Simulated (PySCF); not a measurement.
B₂ClH₃O.
SMILES: `BOBCl`

Jobs on this species (7 atoms, 38 electrons) with PySCF (density fitting). Hardware of each: one thread of an Arm Neoverse V2, on a shared host. The host was shared with other jobs, so the times are rough.

Question: Rank these jobs by wall time, shortest first.
A. wB97X-D/def2-SVPD; 8 singlets by full TDDFT, 3 Tamm–Dancoff triplets, polarisability; 114 basis functions
B. delta-SCF UKS SCAN, pcX-2 on the ionised atom, pcseg-1 elsewhere, spin-free X2C; ΔSCF core ionisation, 5 holes; 117 basis functions
C. PBE0/pcSseg-1; shieldings, charges and field gradients; 90 basis functions

Answer: C (3.5 s), A (5.7 s), B (16 s).

All jobs:

| level and settings | work | basis functions | SCF cycles | wall time |
| --- | --- | --- | --- | --- |
| PBE0/pcSseg-1 | shieldings, charges and field gradients | 90 | 12 | 3.5 s |
| wB97X-D/def2-SVPD | 8 singlets by full TDDFT, 3 Tamm–Dancoff triplets, polarisability | 114 | 12 | 5.7 s |
| delta-SCF UKS SCAN, pcX-2 on the ionised atom, pcseg-1 elsewhere, spin-free X2C | ΔSCF core ionisation, 5 holes | 117 | 131 | 16 s |

Question: What do all jobs in the table cost together?

Answer: About 25 s; the longest takes about 63 % of that, and about 4.6 times as long as the shortest.
